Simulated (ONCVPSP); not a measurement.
Building the ONCV potential for Li (Z = 3) (PBE, scalar-relativistic).

The input file (ONCVPSP 4.0.1):

```
# ATOM AND REFERENCE CONFIGURATION
# atsym  z   nc   nv     iexc    psfile
  Li 3.00    1    2        4      upf
#
#   n    l    f
    1    0    2.00
    2    0    0.50
    2    1    0.50
#
# PSEUDOPOTENTIAL AND OPTIMIZATION
# lmax
    2
#
#   l,   rc,      ep,       ncon, nbas, qcut
    0    2.70    0.00    4    8    2.80
    1    4.00    0.00    4    9    1.90
    2    3.60    0.40    3    6    3.10
#
# LOCAL POTENTIAL
# lloc, lpopt,  rc(5),   dvloc0
    4    4    2.05    0.00
#
# VANDERBILT-KLEINMAN-BYLANDER PROJECTORs
# l, nproj, debl
    0    2    0.40
    1    2    3.70
    2    1    2.50
#
# MODEL CORE CHARGE
# icmod, fcfact, rcfact
    0    0.00    0.00
#
# LOG DERIVATIVE ANALYSIS
# epsh1, epsh2, depsh
   -2.00    5.00    0.02
#
# OUTPUT GRID
# rlmax, drl
    6.00    0.01
#
# TEST CONFIGURATIONS
# ncnf
    3
# nvcnf
#   n    l    f
    2
    2    0    1.00
    2    1    0.00
#
    2
    2    0    0.50
    2    1    0.00
#
    2
    2    0    0.00
    2    1    1.00
#
```

Command:

```bash
oncvpsp.x < Li.dat > Li.out
```

The program printed (shortened: citation, most of the input echo, consistency checks and plot data are left out):

```
ONCVPSP  (Optimized Norm-Conservinng Vanderbilt PSeudopotential)
scalar-relativistic version 4.0.1

#   n    l    f        energy (Ha)
    1    0    2.00    -1.9340033E+00
    2    0    0.50    -1.1523518E-01
    2    1    0.50    -4.9479932E-02

Reference configufation results
  iterations    25
  all-electron total energy (Ha)   -7.41936403D+00

Begin loop to  construct optimized pseudo wave functions
and semi-local pseudopoentials for all angular momenta

   Wellstate for l =  0  n =  3
     eigenvalue =   0.2848
     asymptotic potential =   0.7848
     half-point radius =  6.8774

Calculating optimized projector #   1

 for l=   0

    Fraction of norm inside rc  0.254693
    Optimizing pswf for qcut=   2.80 a_B^-1,  ecut=   3.92 Ha
    Residual kinetic energy error=  2.54D-05 Ha

    Energy error per electron        Cutoff
         Ha          eV             Ha
         0.01000     0.27211        0.38
         0.00100     0.02721        2.11
         0.00010     0.00272        3.29
         0.00001     0.00027        6.60

Calculating optimized projector #   2

 for l=   0

    Fraction of norm inside rc  0.264704
    Optimizing pswf for qcut=   2.80 a_B^-1,  ecut=   3.92 Ha
    Residual kinetic energy error=  1.33D-04 Ha

    Energy error per electron        Cutoff
         Ha          eV             Ha
         0.01000     0.27211        1.56
         0.00100     0.02721        2.89
         0.00010     0.00272        4.11
         0.00001     0.00027        9.64

   Wellstate for l =  1  n =  8
     eigenvalue =   3.6505
     asymptotic potential =   4.1505
     half-point radius =  7.0195

Calculating optimized projector #   1

 for l=   1

    Fraction of norm inside rc  0.398792
    Optimizing pswf for qcut=   1.90 a_B^-1,  ecut=   1.80 Ha
    Residual kinetic energy error=  2.96D-04 Ha

    Energy error per electron        Cutoff
         Ha          eV             Ha
         0.01000     0.27211        0.69
         0.00100     0.02721        1.42
         0.00010     0.00272        3.63
         0.00001     0.00027       15.40

Calculating optimized projector #   2

 for l=   1

    Fraction of norm inside rc  0.190436
    Optimizing pswf for qcut=   1.90 a_B^-1,  ecut=   1.80 Ha
    Residual kinetic energy error=  5.67D-01 Ha

    Energy error per electron        Cutoff
         Ha          eV             Ha
         0.01000     0.27211       21.07
         0.00100     0.02721       24.81
         0.00010     0.00272       35.89
         0.00001     0.00027       60.36

   Wellstate for l =  2  n =  4
     eigenvalue =   0.4000
     asymptotic potential =   0.9000
     half-point radius =  8.9374

Calculating optimized projector #   1

 for l=   2

    Fraction of norm inside rc  0.275278
    Optimizing pswf for qcut=   3.10 a_B^-1,  ecut=   4.81 Ha
    Residual kinetic energy error=  4.96D-07 Ha

    Energy error per electron        Cutoff
         Ha          eV             Ha
         0.01000     0.27211        1.01
         0.00100     0.02721        1.82
         0.00010     0.00272        2.80
         0.00001     0.00027        3.67

Construct Vanderbilt / Kleinmman-Bylander projectors

B matrix Hermiticity error, ll=   0
   1   2    4.0488E-06

  Orthonormal projector coefficients  1.4694E+00  1.3291E-01

B matrix Hermiticity error, ll=   1
   1   2   -1.6522E-05

  Orthonormal projector coefficients  6.0155E+00 -4.7887E-01

Pseudoatom total energy   -0.157853

Diagnostic tests using Vanderbilt-Kleinman-Bylander pseudopotentials
  1 or more projectors used as specified by nproj input data

   l    rcore       rmatch      e in        delta e   norm test  slope test

   0   2.7070163   2.7892072  -0.1152352  -0.0000001   1.0000040   1.0000007
   0   2.7070163   2.7892072   0.2847648   0.0000003   1.0000258   1.0000258

   1   4.0175159   4.1394964  -0.0494799  -0.0000000   1.0000035   1.0000069
   1   4.0175159   4.1394964   3.6505201   0.2417525   0.8414709   0.8414709

   2   3.6073971   3.7169255   0.4000000  -0.0000017   1.0000016   1.0000016

 Testing for bound ghosts
   n   l    E NL Schr. Eq   E Basis Diag.   E Cutoff

   1   0       -0.115235       -0.107804     35.51

   2   1       -0.049480       -0.047454     24.39

 Testing for highly-localized positive-energy ghosts
       l    <radius>/rc     E Basis Diag.   E Cutoff

       1        0.596721        3.758402     24.39  WARNING - GHOST(+)

Test configuration 0

   n   l     f        eae           eps        diff
   1   0  2.0000   -1.93400325
   2   0  0.5000   -0.11523518   -0.11523527   -9.13D-08
   2   1  0.5000   -0.04947993   -0.04947995   -2.11D-08

    Total energies and differences
      AE_ref= -7.41936403D+00  AE_tst= -7.41936403D+00  dif=  0.00D+00
      PS_ref= -1.57853286D-01  PS_tst= -1.57853286D-01  dif=  2.78D-17
      PSP excitation error= -2.78D-17

Test configuration 1

   n   l     f        eae           eps        diff
   1   0  2.0000   -1.90562444
   2   0  1.0000   -0.10562447   -0.10552704    9.74D-05

    Total energies and differences
      AE_ref= -7.41936403D+00  AE_tst= -7.45219754D+00  dif= -3.28D-02
      PS_ref= -1.57853286D-01  PS_tst= -1.90654654D-01  dif= -3.28D-02
      PSP excitation error= -3.21D-05

Test configuration 2

   n   l     f        eae           eps        diff
   1   0  2.0000   -2.04910014
   2   0  0.5000   -0.19634943   -0.19515954    1.19D-03

    Total energies and differences
      AE_ref= -7.41936403D+00  AE_tst= -7.37691231D+00  dif=  4.25D-02
      PS_ref= -1.57853286D-01  PS_tst= -1.15583597D-01  dif=  4.23D-02
      PSP excitation error=  1.82D-04

Test configuration 3

   n   l     f        eae           eps        diff
   1   0  2.0000   -1.96094573
   2   1  1.0000   -0.05746040   -0.05750641   -4.60D-05

    Total energies and differences
      AE_ref= -7.41936403D+00  AE_tst= -7.38652277D+00  dif=  3.28D-02
      PS_ref= -1.57853286D-01  PS_tst= -1.24965828D-01  dif=  3.29D-02
      PSP excitation error= -4.62D-05
```

The run took about 2.6 s on one core of a shared server CPU.
